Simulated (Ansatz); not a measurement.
Reaction R1 → P1 + P2, each structure at its B3LYP-D3(BJ)/def2-TZVP stationary point, reached from a drawn start (curvature not checked).
R1: BH3 (SMILES B), charge 0, multiplicity 1.
P1: BH (SMILES [BH]), charge 0, multiplicity 1.
P2: H2 (SMILES [H][H]), charge 0, multiplicity 1.

P less R. No zero-point or thermal terms.

Cores are frozen in the correlated methods. CBS: X⁻³ extrapolation of the correlation energy, Hartree–Fock from the larger set.

Codes used: Ansatz (Gaussian orbitals). All values are computed, each at the level named.

Problem. Estimate the reaction energy that BHLYP/def2-TZVPP returns for this input.

Solution. 4.02 eV

Problem. What is the computed reaction energy (CAM-B3LYP/def2-TZVPP)?

Solution. 4.04 eV

Problem. Predict the reaction energy from CCSD(T)/CBS(cc-pVTZ, cc-pVQZ).

Solution. 3.73 eV

Ansatz is a program for electronic structure.
